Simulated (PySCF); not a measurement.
Question: Give a GFN2-xTB geometry of `C[C@@H]1CS(=O)(=O)[C@H]1F`.

Answer: 
Z-matrix in Å and degrees, rows numbered from 1:
```
C 
C   1  1.5219
C   2  1.5332  1  111.47
S   3  1.8303  2   88.79  1   -96.22
O   4  1.4340  3  111.63  2    90.47
O   4  1.4290  3  115.39  2  -130.42
C   2  1.5344  1  110.51  3  -109.24
F   7  1.3579  2  112.89  1  -151.15
H   1  1.0874  2  109.46  3    54.29
H   1  1.0875  2  110.79  3   174.52
H   1  1.0872  2  110.27  3   -65.51
H   2  1.0935  1  111.00  3   126.84
H   3  1.0834  2  115.67  1    22.24
H   3  1.0843  2  113.96  1   153.30
H   7  1.0904  2  117.51  1   -23.66
```

The 2 C–S bonds span 1.830 Å (C3–S4, drawn single) to 1.861 Å (S4–C7, drawn single), a spread of 0.031 Å. S4 (sulfonyl sulfur) has angles from 78.5° to 118.5°. Of the pairs four or more bonds apart, O5···H9 is among the closest relative to their van der Waals radii: 2.49 Å, 92 % of the sum of Bondi's values. The 4-membered ring C2–C3–S4–C7 has internal angles of 78.5° to 99.1° (sum 354°, against 360° for a flat polygon); it is puckered, 0.13 Å rms from its mean plane, widest ring torsion 20°.

Structure optimised with GFN2-xTB, isolated species.

Point group: C1 (no symmetry element, even within 0.4 Å). Not checked by GFN2-xTB frequencies. The numbers are those of one conformer (C1–C2–C3–S4 -96°, C2–C3–S4–O5 90°, C3–S4–C7–F8 -97°, C1–C2–C7–S4 97°).

These are computed values.
